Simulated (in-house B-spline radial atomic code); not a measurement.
Configurations of the lanthanum ion La⁺, with energies counted from [Xe] 5d2. Level of theory: scalar-relativistic (X2C) LDA PW92, spin-polarised, spherical fractional occupations, Fermi nucleus of rms radius 4.855 fm; calculated with a radial B-spline atomic code at the basis-set limit. Shells without spins written out take the highest spin.

Occupations are held fixed; configurations that lie above the ionisation limit could autoionise.

```tsv
configuration	E - E(ref) (eV)	highest orbital	its <r> (bohr)
[Xe] 4f(1 up, 0 down) 5d(1 up, 0 down)	0.89642	4f up	1.471
[Xe] 5d1 6p1	3.0056	6p up	4.864
[Xe] 5d(0 up, 1 down) 6p(1 up, 0 down)	3.2333	6p up	4.96
[Kr] 4d10 4f(0 up, 1 down) 5s2 5p(3 up, 2 down) 5d(2 up, 0 down)	18.636	4f down	1.298
[Kr] 4d10 5s2 5p5 5d2 6s1	18.765	6s up	3.846
[Kr] 4d9 5s2 5p6 5d2 6p1	107.94	6p up	4.636
```

Task: Order these further configurations by energy, lowest first.
A. [Kr] 4d9 5s2 5p6 5d2 6f1
B. [Kr] 4d10 5s2 5p5 5d2 6f1
C. [Xe] 5d1 6d1
D. [Kr] 4d10 5s2 5p5 5d2 6d1
E. [Kr] 4d10 5s2 5p(3 up, 2 down) 5d(3 up, 0 down)

Result: C (6.4684 eV), E (18.19 eV), D (25.812 eV), B (28.269 eV), A (114.16 eV).

Task: How far above the reference does [Kr] 4d9 5s2 5p6 5d2 6s1 lie?

Result: 104.55 eV; its least bound orbital is 6s up with <r> = 3.799 bohr.
